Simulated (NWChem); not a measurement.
Species: TiNHCl2; SMILES [NH]=[Ti]([Cl])[Cl]

**Question.** Give the equilibrium geometry at PBE-D3(BJ)/def2-SVP (NWChem) as a list of bonds and angles, with the point group.

**Answer.** point group Cs; any orientation.
Bonded distances (Å): Ti1–N2 1.657, Ti1–Cl4 2.231, Ti1–Cl5 2.231, N2–H3 1.029. Angles (°): N2–Ti1–Cl4 113.3, N2–Ti1–Cl5 113.3, Cl4–Ti1–Cl5 123.0, Ti1–N2–H3 173.1.
